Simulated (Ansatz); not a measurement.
Basis-set extrapolation for C₂H₆Al₂ (PBE0-D4/def2-TZVP geometry, frozen core, Ansatz). Multiplicity 1, RHF reference.

```tsv
	def2-TZVPP	def2-QZVPP
HF	-563.030913	-563.048678
MP2 correlation	-0.513042	-0.545792
CCSD(T) correlation	-0.578001	not run
```

Energies in hartree. Use E(X) = E(∞) + A·exp(−7.88·√X) for Hartree–Fock and E(X) = E(∞) + B·X^(−2.97) for correlation, with X = 3 and 4, and add CCSD(T) minus MP2 of the smaller set to the MP2 limit.

Question: What is the CCSD(T) energy at the basis-set limit?

Answer: HF limit: -563.048678 + (-0.017765) × 0.13774 = -563.05112. MP2 limit: -0.545792 + (-0.032750) × 0.74074 = -0.57005. Higher-order term: -0.578001 − (-0.513042) = -0.06496. Total: -563.68613 hartree, 202.7 kJ/mol below CCSD(T)/def2-TZVPP.
